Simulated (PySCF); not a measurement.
C₆ coefficients of unlike pairs at B3LYP

Calculated with PySCF 2.14 from the dipole response of each species, C₆(A,B) = (3/π) ∫ α_A(iu) α_B(iu) du, in atomic units, from isotropic polarisabilities. For ions this is the dispersion term alone; charge-induced terms of lower order in 1/R come first.

```
species           configuration                                                                      basis      relativity  α (bohr³)  C₆ (like pair)
   As²⁺  [Ar] 3d10 4s2 4p1 (2P)                                    aug-cc-pVTZ-PP with ECP10MDF (6s5p4d2f)  core potential      10.11           42.90
     C⁺       [He] 2s2 2p1 (2P)                                                    aug-cc-pVDZ-DK (4s3p2d)   spin-free X2C      6.063           14.48
    N³⁺           [He] 2s2 (1S)  x2c-TZVPPall with one added diffuse shell each of s, p, d type (6s4p3d1f)   spin-free X2C      2.140           2.107
   Ca²⁺               [Ar] (1S)                                                   aug-cc-pVDZ-X2C (6s5p3d)   spin-free X2C      3.013           8.754
```

Task: Estimate C₆ for N³⁺ with C⁺.

Result: The integral gives 5.508. The combination rule 2 C_A C_B / (C_A α_B/α_A + C_B α_A/α_B) gives 5.506 and the geometric mean 5.523.

No spin-orbit coupling is included.

The other pairs:

```json
{"pair": "Ca²⁺, N³⁺", "C₆": "4.077"}
{"pair": "C⁺, As²⁺", "C₆": "24.92"}
{"pair": "N³⁺, As²⁺", "C₆": "9.491"}
{"pair": "Ca²⁺, As²⁺", "C₆": "18.03"}
{"pair": "Ca²⁺, C⁺", "C₆": "10.42"}
```
